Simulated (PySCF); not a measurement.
**Dipole moment and polarisability of `FCO/C(F)=C\C(F)(F)F`**

Compound: C4H3F5O.
Numbering: `[F:1][CH2:2][O:3]/[C:4]([F:5])=[CH:6]\[C:7]([F:8])([F:9])[F:10]` (hydrogens: H11, H12 on C2; H13 on C6)

Structure used (GFN2-xTB), in Å, numbered top down from 1:
```
atom  x, y, z in Å
F1     2.3786   -1.5339    0.1558
C2     2.2444   -0.1821    0.1097
O3     0.9274    0.1621   -0.1851
C4    -0.0225   -0.0367    0.7288
F5     0.4137   -0.2863    1.9641
C6    -1.3288    0.0283    0.4861
C7    -1.8596    0.3108   -0.8796
F8    -3.1799    0.1036   -0.9381
F9    -1.6592    1.5868   -1.2612
F10   -1.3052   -0.4518   -1.8321
H11    2.8506    0.1919   -0.7216
H12    2.5820    0.2095    1.0798
H13   -2.0461   -0.1018    1.2758
```

Level: PBE0/def2-SVPD (PySCF), static field, nuclei fixed, core orbitals frozen in the response. The polarisability tensor in these axes (au):

```
x   76.02 -3.29  3.77
y   -3.29 47.00 -1.80
z    3.77 -1.80 53.58
```

What are the eigenvalues, a third of the trace, and Δα (Δα² = ½Σ(αi − αj)² over the three pairs)?

Principal values 46.35, 53.20 and 77.06 au; mean 58.87 au = 8.72 Å³ = 9.71 × 10⁻⁴⁰ C²·m²/J; Δα = 27.92 au (47 % of the mean).

What is the dipole moment, and where does it point?

(2.26, 0.87, 1.81) D, 3.03 D in size, pointing from the negative to the positive side. Measured along this direction, the outermost atoms are F8 at the negative end and H12 at the positive end.

What molar refraction does this α imply?

Lorentz–Lorenz: R = (4π/3)N_A α = 2.5225 cm³/(mol·Å³) × 8.72 Å³ = 22.0 cm³/mol, in the limit of long wavelengths.

Find the Langevin capture rate constant for O2+ (31.990 u) meeting this molecule (162.010 u), k = 2.342 × 10⁻⁹ cm³/s × √(α in Å³ / reduced mass in u).

The reduced mass is 26.71 u, so k = 1.34 × 10⁻⁹ cm³/s. The formula leaves out the permanent dipole, which adds to the capture rate.

Give the eigenvalues of the traceless quadrupole moment Θ = ½Σq(3rr − r²1), origin at the centre of nuclear charge.

-10.46, -0.87, 11.33 D·Å. The values depend on the origin, since the dipole doesn't vanish. The electronic extent ⟨r²⟩ about the same centre is 1579 bohr², a root-mean-square distance of 2.35 Å for the 80 electrons.

How large is μ²/3kT at 500 K beside α?

In Gaussian units μ²/3kT = 44.28 Å³ against 8.72 Å³, a ratio of 5.08; the Debye molar polarisation (4π/3)N_A(α + μ²/3kT) is 133.7 cm³/mol, leaving out the vibrational part.

Along which axes do the principal values lie, and how far do the nuclei extend along each?

Largest value along (0.98, -0.12, 0.17), where the nuclei span 5.96 Å; middle along (-0.19, -0.18, 0.97), 3.32 Å; least along (0.08, 0.98, 0.20), 2.43 Å. The response follows the extents in order.

Geometry: GFN2-xTB, one conformer, isolated molecule.
